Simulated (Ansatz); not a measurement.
`FC1[CH2][SnH2][CH2]1`, relaxed with RKS PBE-D4/def2-SVP in the Gaussian-basis code of Ansatz from a rough embedded geometry. The force threshold is 0.03 eV/Å; the program also tests the step.

The species carries charge 0 and has multiplicity 1. Sn takes the def2 core potential.

Start:

```xyz
12

F     0.567   -1.525   -1.551
C    -0.286   -0.677   -0.928
C     0.318    0.695   -0.856
Sn    0.331    0.968    1.273
C    -0.471   -0.962    0.571
H    -1.251   -0.674   -1.446
H     1.353    0.792   -1.283
H    -0.342    1.528   -1.309
H     1.980    0.753    1.936
H    -0.876    1.983    1.860
H     0.183   -1.827    0.891
H    -1.506   -1.056    0.841
```

```
         step  energy (eV)  largest force (eV/Å)  largest move (Å)
            1  -11759.8960                 3.288             0.000
            2  -11760.4203                 0.725             0.195
            3  -11760.4842                 0.445             0.061
            4  -11760.4920                 0.228             0.020
            5  -11760.4971                 0.134             0.048
            6  -11760.5005                 0.055             0.028
            7  -11760.5089                 0.313             0.103
            8  -11760.5179                 0.501             0.144
            9  -11760.5439                 0.421             0.091
           10  -11760.5971                 0.103             0.200
           11  -11760.6099                 0.069             0.116
12 (rejected)  -11760.6034                 0.149             0.147
13 (rejected)  -11760.6043                 0.266             0.073
           14  -11760.6122                 0.027             0.037
           15  -11760.6129                 0.011             0.045
```

End:

```xyz
12

F    -0.182   -1.472   -1.839
C    -0.452   -0.517   -0.853
C     0.489    0.698   -0.933
Sn    0.225    0.947    1.240
C    -0.316   -1.082    0.571
H    -1.503   -0.179   -1.016
H     1.534    0.365   -1.101
H     0.223    1.478   -1.670
H     1.632    1.138    2.220
H    -1.061    1.971    1.765
H     0.597   -1.709    0.651
H    -1.186   -1.639    0.964
```

Run time 110 s (4 threads of an AMD EPYC on a shared host); peak host memory 0.18 GiB.
